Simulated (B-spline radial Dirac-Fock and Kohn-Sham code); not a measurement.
**K-line shifts caused by a second vacancy in Fe²⁺**

System: Fe²⁺ in the configuration 1s2 2s2 2p6 3s2 3p6 3d4 4s2 (an excited configuration).

Input file task.json (cfg lists n, l and occupation; rrms is the nuclear radius in fm):

```json
{"items": [{
  "Z": 26,
  "q": 2,
  "cfg": [[1, 0, 2], [2, 0, 2], [2, 1, 6], [3, 0, 2], [3, 1, 6], [3, 2, 4], [4, 0, 2]],
  "A": 56,
  "rrms": 3.7377,
  "do": ["binding", "quiet", "double"]
}]}
```

Command: `python xray_run.py task.json out`

Method: Dirac-Fock (average of configuration) total-energy differences with a finite nucleus, the Breit interaction including its frequency dependence, and self-energy and vacuum-polarisation corrections. Computed with a radial finite-basis atomic code. Each two-hole energy is an average over J within one jj subconfiguration, not an observable level; in light atoms, where LS coupling holds, the j-resolved values are not observed lines, and for a K spectator the Kα1 hypersatellite is nearly forbidden. Correlation and solid-state effects are left out.

Lines without a spectator: Kα2 (K-L2) 6387.9 eV, Kα1 (K-L3) 6400.1 eV, Kβ3 (K-M2) 7058.0 eV, Kβ1 (K-M3) 7059.7 eV. Shifts in eV with one spectator hole (a dash: not computed, or left out as unreliable):

| spectator hole | Kα2 | Kα1 | Kβ3 | Kβ1 |
| --- | --- | --- | --- | --- |
| K (1s) | +272.3 | +274.4 | +341.2 | +341.5 |
| L2 (2p1/2) | +24.85 | +30.5 | – | +71.2 |
| L3 (2p3/2) | +28.43 | +27.21 | +69.0 | – |
| M2 (3p1/2) | – | +2.21 | +6.21 | +7.82 |
| M3 (3p3/2) | +2.01 | – | +7.46 | +7.03 |

With n spectator holes in 2p, averaged over the 2p shell (energies in eV):

| n | KαLⁿ | step | hypersatellite KαʰLⁿ |
| --- | --- | --- | --- |
| 0 | 6396.0 | – | 6669.7 |
| 1 | 6424.3 | +28.3 | 6699.2 |
| 2 | 6453.7 | +29.4 | 6729.9 |
| 3 | 6484.3 | +30.6 | 6761.8 |
| 4 | 6516.2 | +31.8 | 6794.9 |
| 5 | 6549.2 | +33.1 | 6829.2 |
